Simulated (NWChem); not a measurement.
System: BeH₂S₂; SMILES [SH][Be][SH]

The following NWChem deck was run.

```
start job
memory heap 200 mb stack 900 mb global 1100 mb
geometry units angstroms noautosym nocenter noautoz
  Be     0.000000     0.000000     0.055493
  S     -0.097040    -1.896896     0.071738
  H      0.849949    -1.996371    -0.879155
  S      0.097040     1.896896     0.071738
  H     -0.849949     1.996371    -0.879155
end
basis spherical
  * library cc-pvtz
end
dft
  xc b3lyp
  iterations 150
end
property
  efieldgrad
end
task dft property
```

Geometry: optimised at PBE0-D3(BJ)/def2-TZVP. B3LYP is NWChem's, with the RPA form of VWN correlation.

Vzz is the largest principal value of the second derivative of the potential at the nucleus (NWChem prints the opposite sign); η is the asymmetry. Non-relativistic.

Atoms are numbered as in the input.

**Question.** What results follow from this input? (B3LYP/cc-pVTZ.) Quantities: Vzz Be1 (a.u.); η Be1; Vzz S4 (a.u.); η S4.

**Answer.** 
| Quantity | Result |
|---|---|
| Vzz Be1 (a.u.) | -0.198 |
| η Be1 | 0.00 |
| Vzz S4 (a.u.) | 1.736 |
| η S4 | 0.47 |
